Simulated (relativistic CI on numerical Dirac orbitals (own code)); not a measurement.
Calculated at this level of theory: Dirac-Coulomb-Breit CI, KLI orbitals optimised for each configuration, model QED (radiative potential, 1s self-energy scaled to tabulated hydrogen-like ionisation energies), unscaled Slater integrals (own radial code, finite nucleus).

Configuration list (outside the closed core 1s2): 2s2 2p6, 2s2 2p5 3s, 2s2 2p5 3p, 2s2 2p5 3d, 2s 2p6 3s, 2s 2p6 3p, 2s 2p6 3d, 2s2 2p5 4s, 2s2 2p5 4p, 2s2 2p5 4d, 2s2 2p5 4f, 2s2 2p5 5s, 2s2 2p4 3s2, 2s2 2p5 5p, 2s 2p6 4s, 2s2 2p5 5d, 2s2 2p5 5f, 2s2 2p5 5g, 2s 2p6 4p, 2s2 2p4 3s 3p, 2s 2p6 4d, 2s 2p6 4f, 2s2 2p4 3p2, 2s2 2p4 3s 3d, 2s2 2p4 3p 3d, 2s 2p5 3s2, 2s 2p6 5s, 2s 2p5 3s 3p, 2s2 2p4 3d2, 2s 2p6 5p, 2s 2p6 5d, 2s 2p6 5f, 2s 2p6 5g, 2s 2p5 3p2, 2s 2p5 3s 3d, 2s 2p5 3p 3d. Levels of other configurations are missing.

At this charge energies of transitions that change n are usually good to better than 1 %, and those within a shell (Δn = 0) to a few per cent.

Outline of the computed level scheme of Mn XVI. Lowest level of each configuration: 2s2 2p6 1S_0 at 0.000 eV; 2s2 2p5 3s 3P°_2 at 652.080 eV; 2s2 2p5 3p 3S_1 at 680.349 eV; 2s2 2p5 3d 3P°_0 at 723.960 eV; 2s 2p6 3s 3S_1 at 779.819 eV; 2s 2p6 3p 3P°_0 at 810.908 eV; 2s 2p6 3d 3D_1 at 852.840 eV; 2s2 2p5 4s 3P°_2 at 878.191 eV; 2s2 2p5 4p 3S_1 at 889.927 eV.

Some strong electric-dipole decays among the lowest 45 levels: 2s2 2p5 3d 1P°_1 → 2s2 2p6 1S_0 (2.0e+13 s⁻¹); 2s2 2p5 3d 3D°_1 → 2s2 2p6 1S_0 (4.0e+12 s⁻¹); 2s 2p6 3p 1P°_1 → 2s2 2p6 1S_0 (2.9e+12 s⁻¹); 2s2 2p5 3s 1P°_1 → 2s2 2p6 1S_0 (7.9e+11 s⁻¹); 2s2 2p5 3s 3P°_1 → 2s2 2p6 1S_0 (7.3e+11 s⁻¹); 2s 2p6 3p 3P°_1 → 2s2 2p6 1S_0 (2.9e+11 s⁻¹); 2s2 2p5 4s 1P°_1 → 2s2 2p6 1S_0 (2.9e+11 s⁻¹); 2s2 2p5 4s 3P°_1 → 2s2 2p6 1S_0 (2.0e+11 s⁻¹).

LS names give the leading component of a level, which can be under half, so a name can repeat, a term be missing and a line seem to break the LS rules.
